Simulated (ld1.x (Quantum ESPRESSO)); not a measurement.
Before and after: PAW potential for W (Z = 74)

ld1.x (Quantum ESPRESSO) 7.5 input, shortened:

```
&input
   title='W', zed=74., rel=1, dft='PBE', iswitch=3,
   config='[Xe] 4f14 5d4 6s2 6p0'
 /
 &inputp
   pseudotype=3, lpaw=.true., tm=.true., lloc=-1, rcloc=1.25,
   nlcc=.true., new_core_ps=.true., rcore=0.85,
   which_augfun='PSQ', rmatch_augfun_nc=.true.
 /
6
5S  1  0   2.00   0.00  1.35  1.45  0.0
6S  2  0   2.00   0.00  1.35  1.45  0.0
5P  2  1   6.00   0.00  2.20  2.50  0.0
6P  3  1   0.00   0.00  2.20  2.50  0.0
5D  3  2   4.00   0.00  1.80  2.45  0.0
5D  3  2   0.00   0.10  1.80  2.45  0.0
 &test
   configts(1)='5s2 5p6 5d4 6s2 6p0'
 /
```

All-electron outer shells of the reference configuration (PBE, scalar-relativistic, ld1.x):

```json
{"shell": "4d", "level (eV)": "-238.43", "outermost node (bohr)": "0.22", "outermost maximum (bohr)": "0.45"}
{"shell": "5s", "level (eV)": "-79.07", "outermost node (bohr)": "0.53", "outermost maximum (bohr)": "0.96"}
{"shell": "5p", "level (eV)": "-43.20", "outermost node (bohr)": "0.57", "outermost maximum (bohr)": "1.09"}
{"shell": "4f", "level (eV)": "-33.21", "outermost node (bohr)": "–", "outermost maximum (bohr)": "0.43"}
{"shell": "6s", "level (eV)": "-5.71", "outermost node (bohr)": "1.28", "outermost maximum (bohr)": "2.67"}
{"shell": "5d", "level (eV)": "-4.48", "outermost node (bohr)": "0.63", "outermost maximum (bohr)": "1.49"}
{"shell": "6p", "level (eV)": "-1.36", "outermost node (bohr)": "1.54", "outermost maximum (bohr)": "3.75"}
```

Change: waves 5d (bound): rcut 1.50, rcutus 1.60 bohr; 5d channel at 0.1 Ry: rcut 1.50, rcutus 1.60 bohr.

Cutoffs: the cutoffs (Ry, on a coarse ladder) from which the occupation-weighted sum of valence levels, in a spherical-Bessel basis at the reference potential, stays within 10 and 1 mRy of its value at 400 Ry; they do not see the model core or the augmentation charge, which bear on the density cutoff. Errors are all-electron minus pseudo energies relative to the spin-unpolarised reference configuration.

**Question.** How do hardness, ghosts and transferability respond?

**Answer.** The potential gets harder (25 Ry and 35 Ry → 35 Ry and 50 Ry); the errors of the 7 common tests hardly move; neither file shows a bound ghost. A smaller radius makes the pseudo-wave follow the all-electron one further in, where it bends more sharply, so more plane waves are needed.

```csv
quantity,base,changed
"cutoff, loose",25 Ry,35 Ry
"cutoff, tight",35 Ry,50 Ry
loose cutoff by channel (10 mRy a level),"s 21 Ry, p 12 Ry, d 15 Ry","s 21 Ry, p 12 Ry, d 30 Ry"
bound ghosts,none,none
"error for 5s2 5p6 5d4 6s1 6p0, meV [ΔE 8.88 eV]",-3.1,-3.2
"error for 5s2 5p6 5d4 6s0 6p0, meV [ΔE 24.56 eV]",-9.1,-9.1
"error for 5s2 5p6 5d3 6s0 6p0, meV [ΔE 49.94 eV]",-28,-28
"error for 5s2 5p6 5d2 6s0 6p0, meV [ΔE 87.16 eV]",-107,-106
"error for 5s2 5p5 5d4 6s2 6p0, meV [ΔE 48.94 eV]",-122,-126
"error for 5s2 5p6 5d4 6s0 6p2, meV [ΔE 9.26 eV]",-1.7,-1.9
"error for 5s2 5p6 5d5 6s1 6p0, meV [ΔE 1.54 eV]",-6.4,-6.5
s: phases at 2.69 bohr within 0.05 rad from the reference energy up to (Ry; the scan ends near 5),3.9,3.9
p: phases at 2.69 bohr within 0.05 rad from the reference energy up to (Ry; the scan ends near 5),2.3,2.3
d: phases at 2.69 bohr within 0.05 rad from the reference energy up to (Ry; the scan ends near 5),to the end of the scan,to the end of the scan
lowest overlap eigenvalue by channel,"s 0.21, p 0.70, d 0.81","s 0.21, p 0.70, d 0.89"
```
